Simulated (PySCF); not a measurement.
C4H8O2S. Atoms are numbered in the order given.

```xyz
15

O      1.7307     0.9536    -0.4952
S      0.6094     0.4094     0.2632
O      0.5213     0.5847     1.7120
C     -0.9843     0.9297    -0.4622
C     -1.6491    -0.3453    -0.9745
C     -1.1194    -1.5214    -0.1435
C      0.3883    -1.3532    -0.0961
H     -1.5282     1.4016     0.3672
H     -0.7631     1.6750    -1.2365
H     -2.7451    -0.2714    -0.9260
H     -1.3817    -0.5027    -2.0317
H     -1.4100    -2.4900    -0.5755
H     -1.5246    -1.4786     0.8806
H      0.9043    -1.9050     0.7004
H      0.8699    -1.5447    -1.0663
```
Charge 0, spin multiplicity 1.

Coordinates come from a PBE0-D3(BJ)/def2-SVP optimisation. The values are those of a single conformer.

Level of theory: B3LYP/pcSseg-1 (PySCF).

GIAO shieldings, no solvent; atoms listed in one row are averaged. δ = σ(ref) − σ: ¹⁷O against H2O (σ = 333.8 ppm); ³³S against H2S (σ = 695.8 ppm); ¹³C against TMS (σ = 181.3 ppm); ¹H against TMS (σ = 31.68 ppm), references at their B3LYP-D3(BJ)/def2-TZVP geometries, non-relativistic.

Computed chemical shifts:
```json
[
 {"nucleus": "¹⁷O", "atoms": "O1, O3", "count": "2", "δ (ppm)": "249.7"},
 {"nucleus": "³³S", "atoms": "S2", "count": "1", "δ (ppm)": "567.9"},
 {"nucleus": "¹³C", "atoms": "C4, C7", "count": "2", "δ (ppm)": "62.2"},
 {"nucleus": "¹³C", "atoms": "C5, C6", "count": "2", "δ (ppm)": "28.6"},
 {"nucleus": "¹H", "atoms": "H9", "count": "1", "δ (ppm)": "3.16"},
 {"nucleus": "¹H", "atoms": "H14", "count": "1", "δ (ppm)": "3.07"},
 {"nucleus": "¹H", "atoms": "H8", "count": "1", "δ (ppm)": "3.00"},
 {"nucleus": "¹H", "atoms": "H15", "count": "1", "δ (ppm)": "2.67"},
 {"nucleus": "¹H", "atoms": "H10", "count": "1", "δ (ppm)": "2.38"},
 {"nucleus": "¹H", "atoms": "H12", "count": "1", "δ (ppm)": "2.19"},
 {"nucleus": "¹H", "atoms": "H13", "count": "1", "δ (ppm)": "2.18"},
 {"nucleus": "¹H", "atoms": "H11", "count": "1", "δ (ppm)": "2.09"}
]
```
